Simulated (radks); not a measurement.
Question: The table gives one normalised radial function P(r) = r R(r) of Rh2+ in [Kr] 4d6 5p1 (r in bohr). All-electron calculation, scalar-relativistic Kohn-Sham, PBEsol, spin-unpolarised, spherical densities, finite nucleus; Fermi nuclear charge, rms radius 4.4945 fm. Program: a radial shooting solver on a logarithmic mesh with Libxc functionals.

| r | P |
|---|---|
| 0.001115 | 0.0019 |
| 0.001487 | 0.0032 |
| 0.001984 | 0.0054 |
| 0.002646 | 0.0090 |
| 0.003529 | 0.0151 |
| 0.004707 | 0.0253 |
| 0.006278 | 0.0421 |
| 0.008373 | 0.0694 |
| 0.01126 | 0.1147 |
| 0.01501 | 0.1833 |
| 0.02003 | 0.2854 |
| 0.02671 | 0.4279 |
| 0.03562 | 0.6091 |
| 0.04751 | 0.8053 |
| 0.06337 | 0.9555 |
| 0.08452 | 0.9535 |
| 0.1127 | 0.6739 |
| 0.1504 | 0.0546 |
| 0.2005 | -0.7861 |
| 0.2675 | -1.5129 |
| 0.3567 | -1.7503 |
| 0.4758 | -1.4062 |
| 0.6346 | -0.7836 |
| 0.8464 | -0.2883 |
| 1.138 | -0.0609 |
| 1.518 | -0.0070 |
| 2.024 | -0.0004 |
| 2.7 | 0.0000 |
| 3.601 | 0.0000 |
| 4.803 | 0.0000 |
| 6.406 | 0.0000 |
| 8.544 | 0.0000 |

Which n and l does it have? It may be an empty orbital.

Answer: n = 3, l = 1: the number of nodes gives n - l - 1 = 1, the rise at small r (about r^(l+1), flatter next to the nucleus through relativity) gives l, and the extent must fit the shell. The curve is that of 3p. 3p: eigenvalue -510.21 eV, 1 radial node at r = 0.153 bohr, <r> = 0.391 bohr, 90 % of the charge inside 0.589 bohr.
